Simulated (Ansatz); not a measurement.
Ansatz (a quantum-chemistry and plane-wave program) input (CCSD(T)/cc-pwCVTZ):
A basis named .json is the Basis Set Exchange file of that set.

Ansatz 0.2 input:
```yaml
crystal:
  periodic: [false, false, false]
  atoms:
    - {symbol: S, position_ang: [1.18037167, -1.81744627, 0.12292597]}
    - {symbol: Si, position_ang: [0.23250471, 0.03539951, 0.05391868]}
    - {symbol: S, position_ang: [-2.03967130, -0.22093539, -0.51317412]}
    - {symbol: Cl, position_ang: [-0.00373254, 0.83186344, 1.87743925]}
    - {symbol: Cl, position_ang: [0.77946490, 1.29693041, -1.40771314]}
    - {symbol: H, position_ang: [1.47834802, -1.80806049, -1.19259173]}
    - {symbol: H, position_ang: [-1.87268692, -0.99675682, -1.60616167]}
    - {symbol: H, position_ang: [-2.29938279, -1.26616456, 0.30251837]}
basis:
  gaussian:
    orbitals: cc-pwCVTZ.json
total_charge: 1
magnetization: {spin_polarized: false}
correlation: {method: ccsd_t, electrons: outside_noble_gas}
```

End of the output:

```
integrals: 3.68 GiB planned
1965 factors; integrals over basis functions are off by at most 1.1e-3 eV
2.15 GiB of device memory are held for the factors and their scratch space
mean field: 2.43 GiB planned
mean field evaluation 1: about -54548.4713 eV, gradient 2.5e1 eV
mean field evaluation 2: about -54549.0878 eV, gradient 2.6e1 eV
mean field evaluation 4: about -54551.3679 eV, gradient 3.8e0 eV
mean field evaluation 8: about -54551.4416 eV, gradient 3.4e-1 eV
mean field evaluation 16: about -54551.4423 eV, gradient 2.3e-6 eV
mean field -54551.44232507 eV, -2004.7285291505 hartree, gradient 2.3e-6 eV, S^2 0.000000; 0 other end points of the search recorded, 0 dependent functions left out
25 core orbitals not correlated
reference -54551.44232507 eV, -2004.7285291505 hartree; 16, 16 occupied and 296, 296 virtual orbitals, 1965 factors
second order -23.30073039 eV of doubles, -0.00000000 eV of singles
coupled cluster: 17.85 GiB planned
cycle   1  -24.44103347 eV  change    -1.1e0 eV  update   1.0e-1
cycle   2  -25.01936157 eV  change   -5.8e-1 eV  update   3.0e-2
cycle   3  -25.13142324 eV  change   -1.1e-1 eV  update   1.5e-2
cycle   4  -25.12069919 eV  change    1.1e-2 eV  update   3.5e-3
cycle   5  -25.11907762 eV  change    1.6e-3 eV  update   1.4e-3
cycle   6  -25.11877981 eV  change    3.0e-4 eV  update   4.1e-4
cycle   7  -25.11863104 eV  change    1.5e-4 eV  update   1.7e-4
cycle   8  -25.11867878 eV  change   -4.8e-5 eV  update   5.1e-5
cycle   9  -25.11869514 eV  change   -1.6e-5 eV  update   1.9e-5
perturbative correction -1.19693696 eV, -0.0439866220 hartree
Total energy: -54577.75795717 eV, -2005.6956107928 hartree
```

It need not be the lowest isomer of its formula.
